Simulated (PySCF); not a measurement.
C3H7O (SMILES C[CH]CO), doublet, at a GFN2-xTB geometry; B3LYP/3-21G in PySCF.

Here is a job for PySCF.
```python
from pyscf import gto, scf, dft

mol = gto.Mole()
mol.atom = '''
    C    -1.89223601   -0.24806103    0.13597528
    C    -0.54241439    0.34178157    0.24412449
    C     0.62947001   -0.25810594   -0.42893963
    O     1.86541480    0.25467953    0.01563737
    H    -1.84030574   -1.27945500   -0.20679639
    H    -2.41001552   -0.21770240    1.09700624
    H    -2.51798949    0.31056854   -0.57048766
    H    -0.42574496    1.31068765    0.69919261
    H     0.60646553   -1.35835618   -0.31618966
    H     0.62082017   -0.05639144   -1.51388513
    H     1.87453379    0.23952489    0.97910034
'''
mol.basis = '3-21g'
mol.spin = 1
mol.verbose = 4
mol.build()

mf = dft.UKS(mol)
mf.xc = 'b3lyp'
mf.kernel()
mf.analyze()
```

Question: Write the output that PySCF gives for this input, abridged.

Answer: 
```
PySCF version 2.14.0

[INPUT] verbose = 4
[INPUT] num. atoms = 11
[INPUT] num. electrons = 33
[INPUT] charge = 0
[INPUT] spin (= nelec alpha-beta = 2S) = 1
[INPUT] symmetry False subgroup None
[INPUT] Mole.unit = angstrom
[INPUT] Symbol           X                Y                Z      unit          X                Y                Z       unit  Magmom
[...]
nuclear repulsion = 122.353891963736
number of shells = 34
number of NR pGTOs = 81
number of NR cGTOs = 50
basis = 3-21g
ecp = {}

******** <class 'pyscf.dft.uks.UKS'> ********
method = UKS
initial guess = minao
damping factor = 0
level_shift factor = 0
DIIS = <class 'pyscf.scf.diis.CDIIS'>
diis_start_cycle = 1
diis_space = 8
diis_damp = 0
SCF conv_tol = 1e-09
SCF conv_tol_grad = None
SCF max_cycles = 50
direct_scf = True
direct_scf_tol = 1e-13
number electrons alpha = 17  beta = 16
XC library pyscf.dft.libxc version 7.1.2
    S. Lehtola, C. Steigemann, M. J. T. Oliveira, and M. A. L. Marques,  SoftwareX 7, 1–5 (2018)
XC functionals = b3lyp
    P. J. Stephens, F. J. Devlin, C. F. Chabalowski, and M. J. Frisch,  J. Phys. Chem. 98, 11623 (1994)
radial grids:
    Treutler-Ahlrichs [JCP 102, 346 (1995); DOI:10.1063/1.469408] (M4) radial grids

becke partition: Becke, JCP 88, 2547 (1988); DOI:10.1063/1.454033
pruning grids: <function nwchem_prune>
grids dens level: 3
symmetrized grids: False
atomic radii adjust function: <function treutler_atomic_radii_adjust>
small_rho_cutoff = 0
Set gradient conv threshold to 3.16228e-05
tot grids = 125096
init E= -192.790570650738

cycle= 1 E= -192.534755352653  delta_E= 0.256  |g|= 0.447  |ddm|= 2.11
cycle= 2 E= -192.48125644979  delta_E= 0.0535  |g|= 0.604  |ddm|= 1.03
cycle= 3 E= -192.611600381044  delta_E= -0.13  |g|= 0.0464  |ddm|= 0.639
cycle= 4 E= -192.612520978996  delta_E= -0.000921  |g|= 0.0197  |ddm|= 0.079
cycle= 5 E= -192.612735129106  delta_E= -0.000214  |g|= 0.00227  |ddm|= 0.0237
cycle= 6 E= -192.612740064801  delta_E= -4.94e-06  |g|= 0.0014  |ddm|= 0.00558
cycle= 7 E= -192.612741276667  delta_E= -1.21e-06  |g|= 0.000426  |ddm|= 0.00222
cycle= 8 E= -192.612741403397  delta_E= -1.27e-07  |g|= 6.09e-05  |ddm|= 0.000789
cycle= 9 E= -192.612741408038  delta_E= -4.64e-09  |g|= 1.53e-05  |ddm|= 0.000148
cycle= 10 E= -192.612741408367  delta_E= -3.29e-10  |g|= 4.13e-06  |ddm|= 4.86e-05
Extra cycle  E= -192.612741408389  delta_E= -2.24e-11  |g|= 1.72e-06  |ddm|= 1.02e-05
converged SCF energy = -192.612741408389  <S^2> = 0.75373233  2S+1 = 2.0037289
**** SCF Summaries ****
Total Energy =                        -192.612741408389184
Nuclear Repulsion Energy =             122.353891963736373
One-electron Energy =                 -502.665858110712804
Two-electron Energy =                  187.699224738587276
Two-electron Coulomb Energy =          215.145231920616396
DFT Exchange-Correlation Energy =      -27.446007182029128
**** MO energy ****
                             alpha | beta                alpha | beta
[...]
To work with the spin densities directly, `use mulliken_meta_spin()` only printing them here.

 ** Mulliken spin pop alpha/beta on meta-lowdin orthogonal AOs **
 ** Mulliken Spin Density (per AO)  **
spin_pop of  0 C 1s        0.00000
spin_pop of  0 C 2s       -0.00797
spin_pop of  0 C 3s        0.00006
spin_pop of  0 C 2px      -0.02176
spin_pop of  0 C 2py      -0.00925
spin_pop of  0 C 2pz      -0.01112
spin_pop of  0 C 3px       0.00036
spin_pop of  0 C 3py       0.00022
spin_pop of  0 C 3pz       0.00027
spin_pop of  1 C 1s       -0.00002
spin_pop of  1 C 2s        0.04318
spin_pop of  1 C 3s        0.00004
spin_pop of  1 C 2px       0.05088
spin_pop of  1 C 2py       0.21539
spin_pop of  1 C 2pz       0.62259
spin_pop of  1 C 3px       0.00006
spin_pop of  1 C 3py       0.00126
spin_pop of  1 C 3pz       0.00479
spin_pop of  2 C 1s        0.00000
spin_pop of  2 C 2s       -0.00878
spin_pop of  2 C 3s        0.00005
spin_pop of  2 C 2px      -0.01011
spin_pop of  2 C 2py      -0.01034
spin_pop of  2 C 2pz      -0.01928
spin_pop of  2 C 3px       0.00031
spin_pop of  2 C 3py       0.00039
spin_pop of  2 C 3pz       0.00044
spin_pop of  3 O 1s       -0.00000
spin_pop of  3 O 2s        0.00142
spin_pop of  3 O 3s        0.00010
spin_pop of  3 O 2px       0.00781
spin_pop of  3 O 2py      -0.00211
spin_pop of  3 O 2pz       0.00080
spin_pop of  3 O 3px      -0.00000
spin_pop of  3 O 3py      -0.00002
spin_pop of  3 O 3pz       0.00003
spin_pop of  4 H 1s        0.00512
spin_pop of  4 H 2s        0.00003
spin_pop of  5 H 1s        0.02935
spin_pop of  5 H 2s        0.00013
spin_pop of  6 H 1s        0.05266
spin_pop of  6 H 2s        0.00023
spin_pop of  7 H 1s       -0.02754
spin_pop of  7 H 2s        0.00035
spin_pop of  8 H 1s        0.02899
spin_pop of  8 H 2s        0.00013
spin_pop of  9 H 1s        0.05662
spin_pop of  9 H 2s        0.00022
spin_pop of  10 H 1s        0.00371
spin_pop of  10 H 2s        0.00036
 ** Mulliken Spin Density (per atom)  **
spin density of  0 C =     -0.04920
spin density of  1 C =      0.93818
spin density of  2 C =     -0.04733
spin density of  3 O =      0.00802
spin density of  4 H =      0.00515
spin density of  5 H =      0.02947
spin density of  6 H =      0.05288
spin density of  7 H =     -0.02720
spin density of  8 H =      0.02912
spin density of  9 H =      0.05685
spin density of  10 H =      0.00406
 ** Mulliken pop alpha/beta on meta-lowdin orthogonal AOs **
 ** Mulliken pop       alpha | beta **
In total            17.00000 | 16.00000
 ** Mulliken atomic charges   ( Nelec_alpha | Nelec_beta ) **
charge of  0C =     -0.29304  (     3.12192      3.17112 )
charge of  1C =     -0.13253  (     3.53535      2.59718 )
charge of  2C =      0.01831  (     2.96718      3.01451 )
charge of  3O =     -0.46372  (     4.23587      4.22785 )
charge of  4H =      0.09984  (     0.45265      0.44751 )
charge of  5H =      0.10632  (     0.46158      0.43211 )
charge of  6H =      0.10571  (     0.47358      0.42070 )
charge of  7H =      0.09777  (     0.43752      0.46471 )
charge of  8H =      0.07681  (     0.47615      0.44703 )
charge of  9H =      0.10670  (     0.47507      0.41822 )
charge of  10H =      0.27782  (     0.36312      0.35906 )
Dipole moment(X, Y, Z, Debye): -1.47180, -0.45336,  1.03155
```
